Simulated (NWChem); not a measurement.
CH$_{4}$SeTe; SMILES [Te](C)[SeH]

```xyz
7

Te     0.3340    -0.8551    -0.0073
C     -1.7431    -1.4414    -0.0096
H     -2.2188    -1.1395     0.9311
H     -1.7615    -2.5371    -0.1042
H     -2.2494    -0.9848    -0.8684
Se    -0.0175     1.6456    -0.0282
H     -0.0812     1.8235     1.4354
```
Atoms are numbered in this order, from 1.

Program: NWChem. Structure relaxed at the PBE0/def2-SVP level. def2 effective core potentials on Te; no spin-orbit coupling. Vertical excitations in the gas phase.

**Question.** Estimate the computed values for PBE/def2-SVP, full TDDFT. Quantities: lowest excitation, singlet (eV); oscillator strength of that lowest state; orbital gap (eV).

**Answer.** 
| Property | Value |
|---|---|
| lowest excitation, singlet (eV) | 3.04 |
| oscillator strength of that lowest state | 0.001 |
| orbital gap (eV) | 2.73 |
